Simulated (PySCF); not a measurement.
A structure optimised at ωB97X-D3(BJ)/def2-SVP, used in a PySCF frequency run:

```xyz
11

C      1.2647    -1.3151     0.1261
Si    -0.0290     0.0098     0.0046
N     -1.4125    -0.5758    -0.7972
O     -0.5465     0.6249     1.4565
F      0.6874     1.2761    -0.7535
H      1.5228    -1.7042    -0.8724
H      0.9068    -2.1550     0.7411
H      2.1891    -0.9224     0.5777
H     -1.3612    -1.2405    -1.5591
H     -2.2946    -0.0776    -0.7718
H     -0.0724     1.3996     1.7739
```

Q: Write its SMILES and formula.

A: C[Si](N)(O)F, CH6FNOSi

Q: What are its rotational constants (standard atomic weights)?

A: 3.7761, 3.6524, 3.3275 GHz
